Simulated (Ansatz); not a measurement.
All numbers were calculated with Ansatz.

A structure relaxed at PBE0-D4/def2-TZVP, charge 0, multiplicity 1:

```json
{"atom": "F1", "x (Å)": "-2.767", "y (Å)": "-0.242", "z (Å)": "2.045"}
{"atom": "C2", "x (Å)": "-1.647", "y (Å)": "-0.927", "z (Å)": "1.862"}
{"atom": "F3", "x (Å)": "-1.957", "y (Å)": "-2.124", "z (Å)": "1.371"}
{"atom": "F4", "x (Å)": "-1.047", "y (Å)": "-1.093", "z (Å)": "3.034"}
{"atom": "C5", "x (Å)": "-0.722", "y (Å)": "-0.170", "z (Å)": "0.909"}
{"atom": "C6", "x (Å)": "-0.258", "y (Å)": "-0.742", "z (Å)": "-0.261"}
{"atom": "C7", "x (Å)": "0.696", "y (Å)": "-0.012", "z (Å)": "-0.944"}
{"atom": "C8", "x (Å)": "1.431", "y (Å)": "-0.584", "z (Å)": "-2.157"}
{"atom": "F9", "x (Å)": "0.973", "y (Å)": "-1.796", "z (Å)": "-2.459"}
{"atom": "F10", "x (Å)": "1.256", "y (Å)": "0.208", "z (Å)": "-3.205"}
{"atom": "F11", "x (Å)": "2.728", "y (Å)": "-0.674", "z (Å)": "-1.896"}
{"atom": "O12", "x (Å)": "1.076", "y (Å)": "1.152", "z (Å)": "-0.623"}
{"atom": "B13", "x (Å)": "0.379", "y (Å)": "1.955", "z (Å)": "0.457"}
{"atom": "Cl14", "x (Å)": "-0.808", "y (Å)": "3.050", "z (Å)": "-0.358"}
{"atom": "Cl15", "x (Å)": "1.623", "y (Å)": "2.747", "z (Å)": "1.477"}
{"atom": "O16", "x (Å)": "-0.408", "y (Å)": "0.986", "z (Å)": "1.317"}
{"atom": "H17", "x (Å)": "-0.549", "y (Å)": "-1.733", "z (Å)": "-0.568"}
```

**Question.** Give its formula and SMILES.

**Answer.** C5HBCl2F6O2, `FC(F)(F)C1=CC(C(F)(F)F)=[O+][B-](Cl)(Cl)O1`.

**Question.** Point group (tolerance 0.08 Å, 0.16 Å for H)?

**Answer.** Cs.

**Question.** Summarise the bond lengths by kind.

**Answer.** 6 × C–F 1.325 to 1.330 Å; 4 × C–C 1.382 to 1.529 Å; 2 × C–O 1.266 Å; 1 × C–H 1.076 Å; 2 × B–O 1.515 Å; 2 × B–Cl 1.793 to 1.810 Å.
